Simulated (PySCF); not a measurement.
## Highest orbital energy against ionisation energy along the 4p block

Calculated with PySCF 2.14, no spin-orbit coupling. Each cell gives −ε(HOMO) / ΔSCF in eV; NIST values include spin-orbit coupling, (s) semi-empirical, (t) theoretical.

| species | UHF | LDA | PBE | PBE0 | r2SCAN | NIST (lowest levels) |
| --- | --- | --- | --- | --- | --- | --- |
| Ga (def2-QZVPPD, non-relativistic) | 5.870 / 5.571 | 2.960 / 6.079 | 2.964 / 6.003 | 3.801 / 6.024 | 3.220 / 6.150 | 5.999 |
| Ge (def2-QZVPPD, non-relativistic) | 7.924 / 7.434 | 4.432 / 8.039 | 4.403 / 7.919 | 5.416 / 7.953 | 4.722 / 8.076 | 7.899 |
| As (def2-QZVPPD, non-relativistic) | 10.072 / 9.436 | 5.990 / 10.051 | 5.945 / 9.908 | 7.129 / 9.970 | 6.339 / 10.111 | 9.789 |
| Se (def2-QZVPPD, non-relativistic) | 9.498 / 8.587 | 5.849 / 9.925 | 5.753 / 9.681 | 6.908 / 9.668 | 6.032 / 9.719 | 9.752 |
| Br (def2-QZVPPD, non-relativistic) | 11.816 / 10.749 | 7.599 / 12.103 | 7.473 / 11.821 | 8.790 / 11.828 | 7.793 / 11.888 | 11.814 |
| Kr (def2-QZVPPD, non-relativistic) | 14.265 / 13.064 | 9.427 / 14.347 | 9.285 / 14.048 | 10.775 / 14.092 | 9.684 / 14.165 | 14.000 |

Q: How far is −ε(HOMO) from ΔSCF on average for each method, and why?

A: UHF 0.77 eV; LDA -4.05 eV; PBE -3.93 eV; PBE0 -2.79 eV; r2SCAN -3.72 eV. Hartree-Fock orbital energies lack relaxation and so exceed the ΔSCF value; semilocal functionals have convex E(N) from self-interaction, so their HOMO lies far too high; exact exchange moves hybrids part of the way back.
